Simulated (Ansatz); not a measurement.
Geometry optimisation, RKS PBE/def2-SVP in Ansatz 0.2.0.

The input (input.yaml):

```yaml
crystal:
  periodic: [false, false, false]
  atoms:
    - { symbol: Ge, position_ang: [0.0, 0.0, 0.0] }
    - { symbol: Ge, position_ang: [0.0, 0.0, 2.75] }
    - { symbol: H, position_ang: [-1.3958, -0.4318, 3.2674] }
    - { symbol: H, position_ang: [1.0719, -0.9929, 3.2674] }
    - { symbol: H, position_ang: [0.324, 1.4247, 3.2674] }
    - { symbol: H, position_ang: [1.4616, 0.0, -0.5162] }
    - { symbol: H, position_ang: [-0.73, 1.2648, -0.5162] }
    - { symbol: H, position_ang: [-0.73, -1.2648, -0.5162] }
    - { symbol: O, position_ang: [-1.9644, 0.0, 0.6527] }
    - { symbol: Al, position_ang: [-3.2781, -0.9643, -0.0632] }
    - { symbol: H, position_ang: [-3.009, -2.4314, -0.5204] }
    - { symbol: H, position_ang: [-4.6987, -0.3425, -0.2335] }
    - { symbol: H, position_ang: [-1.4713, 0.0, 1.8309] }
basis:
  gaussian: { orbitals: def2-SVP }
hamiltonian:
  xc: pbe
relax:
  f_tol: 0.15
  max_steps: 25
  restrain:
    - { distance: [0, 8], at: 2.97, k: 30.0 }
    - { distance: [12, 1], at: 2.75, k: 30.0 }
    - { distance: [0, 1], at: 2.4, k: 30.0 }
    - { distance: [12, 8], at: 1.01, k: 30.0 }
```

Command:

```bash
$ ansatz run input.yaml --threads 4 --pin off --max-ram 5120MiB --backend cpu --events-out ev --progress --plain --runs-dir out
```

Q: Where does it end, and by what steps?

A: The forces met the threshold. The restraints hold the end off the free minimum; the threshold counts their pulls, which the force column leaves out. Restrained pairs: Ge1–O9 (2.07 → 2.98 Å), Ge2–H13 (1.73 → 2.76 Å), Ge1–Ge2 (2.75 → 2.41 Å), O9–H13 (1.28 → 0.99 Å). After 15 steps the energy has fallen by 3.301 eV (the restraints' own energy left out); H12 moved furthest, 1.35 Å.

```tsv
step	energy less start (eV)	largest force component (eV/Å)	accepted
0	0.0000	3.949	yes
1	-1.3356	3.703	yes
2	-1.6717	3.955	yes
3	-1.9040	3.338	yes
4	-2.6418	2.063	yes
5	-2.9319	1.613	yes
6	-3.1366	1.504	yes
7	-3.1942	0.706	yes
8	-3.1567	0.715	no
9	-3.2129	0.649	yes
10	-3.2286	0.610	yes
11	-3.2459	0.613	yes
12	-3.2590	0.643	yes
13	-3.2698	0.745	yes
14	-3.2904	0.641	yes
15	-3.3013	0.647	yes
```

```xyz
13
Properties=species:S:1:pos:R:3
Ge 0.087 0.102 0.160
Ge 0.294 0.016 2.560
H -0.950 -0.629 3.255
H 1.525 -0.844 2.977
H 0.465 1.448 3.142
H 1.530 0.193 -0.431
H -0.712 1.327 -0.332
H -0.532 -1.203 -0.424
O -2.713 -0.050 1.161
Al -3.463 -0.977 -0.099
H -3.619 -2.568 0.046
H -3.966 -0.108 -1.341
H -2.365 -0.446 1.998
```

Run time: 27 s on 4 threads of Arm Neoverse V2, on a shared host, peak memory 0.22 GiB.
